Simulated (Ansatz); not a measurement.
`[SeH]C1=[N][AlH][CH2]1`, charge 0, multiplicity 1.

(1) Give a relaxed structure at PBE0-D4/def2-TZVP (the Gaussian-basis code of Ansatz). (An estimate is asked.)

Answers

(1) Ansatz gave: 
```xyz
9

Se    2.383   -0.666    0.304
C     0.473   -0.580    0.059
N    -0.209   -1.656   -0.032
Al   -1.682   -0.570   -0.218
C    -0.251    0.760   -0.030
H     2.589    0.788    0.335
H    -3.233   -0.797   -0.419
H     0.078    1.363   -0.879
H    -0.148    1.357    0.879
```
Point group Cs.
This is one stationary point; other conformers may exist.
